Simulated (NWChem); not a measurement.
Molecule: CH$_{5}$FGe; SMILES [CH3][GeH2][F]

Program: NWChem. The geometry was optimised at PBE0/def2-SVP. B3LYP is NWChem's, with the RPA form of VWN correlation. Ions are spin-unrestricted doublets at the neutral geometry; other ion states weren't tried.

Estimate the computed values for B3LYP/def2-SVP. Quantities: −ε(HOMO) (eV).


```
Item           Value
-------------  -----
−ε(HOMO) (eV)   8.73
```
